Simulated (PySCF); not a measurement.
## Bond length, frequency and bond energy of KC by level of theory

State: ⁴Σ⁻ (quartet), unpaired electrons σ ↑, π ↑↑. Set-up: basis K def2-TZVPP, C def2-TZVPP; no relativity; PySCF 2.14. De refers to K + C in their high-spin ground configurations, without counterpoise correction. The functionals are run spin-unrestricted. A positive dipole means K(−)C(+).

| Level | Re (Å) | ωe (cm⁻¹) | De (eV) | μ (D) |
| --- | --- | --- | --- | --- |
| UHF | 2.601 | 358 | 1.41 | -10.27 |
| UHF-MP2 | 2.561 | 364 | 2.03 | n/a |
| UHF-SCS-MP2 | 2.565 | 364 | 1.79 | n/a |
| UHF-CCSD | 2.571 | 361 | 1.90 | n/a |
| UHF-CCSD(T) | 2.570 | 360 | 1.95 | n/a |
| LDA | 2.505 | 361 | 2.59 | -8.28 |
| PBE | 2.564 | 336 | 2.26 | -8.32 |
| TPSS | 2.564 | 343 | 2.29 | -8.71 |
| r²SCAN | 2.561 | 352 | 2.32 | -9.23 |
| PBE0 | 2.547 | 355 | 2.16 | -9.12 |
| MN15 | 2.557 | 352 | 2.16 | -9.55 |
| ωB97X | 2.548 | 368 | 2.31 | -9.76 |
| B2PLYP | 2.561 | 355 | 1.92 | -9.63 |

The bond length runs from 2.505 Å (LDA) to 2.601 Å (UHF). De spans 1.41 eV (UHF, mean field) to 2.59 eV (LDA, local density). Correlation at CCSD(T) changes the Hartree–Fock bond energy by +0.54 eV; the triples alone change it by +0.05 eV.

Correlated steps freeze 6 core orbitals. B2PLYP dipoles, levels and charges come from its SCF part alone. The state was picked by a PBE0 search and need not be the measured ground state.

The whole job (state search and all levels along the bond) took about 4.2 min on 1 thread of Arm Neoverse V1 (shared host), peak memory 1 GiB.
